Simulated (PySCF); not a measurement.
Ti(F)3(NH2) (F3H2NTi), SMILES [NH2][Ti]([F])([F])[F], multiplicity 1.

Geometry optimised at PBE-D3(BJ)/def2-SVP. The spin state was assumed, not searched. The structure was generated by enumeration; whether it is a known compound was not checked. One conformer was computed; it need not be the lowest.

Two levels are set side by side: TDDFT-PBE/def2-SVPD (PySCF) and TDDFT-PBE0/def2-SVPD (PySCF). Vertical, same geometry. The lowest singlet is HOMO→LUMO 100 % with PBE and HOMO→LUMO 100 % with the other functional; states are paired by order. Differences are taken from unrounded values.

| quantity | TDDFT-PBE0 |
|---|---|
| lowest singlet excitation (eV) | 3.97 |
| lowest triplet excitation (TDA) (eV) | 3.76 |
| first bright state (f over 0.05) (eV) | 6.08 |
| its oscillator strength | 0.06 |

Question: What does TDDFT-PBE give, and how far is it from TDDFT-PBE0? (Estimate from the structure and the level; the computed values follow.)

Answer: 
| quantity | TDDFT-PBE | TDDFT-PBE minus TDDFT-PBE0 |
|---|---|---|
| lowest singlet excitation (eV) | 3.50 | -0.46 |
| lowest triplet excitation (TDA) (eV) | 3.35 | -0.41 |
| first bright state (f over 0.05) (eV) | 5.78 | -0.30 |
| its oscillator strength | 0.07 | 0.01 |

Functionals without exact exchange tend to place singlet excitations lower, as here. Differences between two approximate levels are no errors against the true value.

Rough cost on one machine, each run with all the roots and properties that it gave: TDDFT-PBE0 against TDDFT-PBE about 4 times.
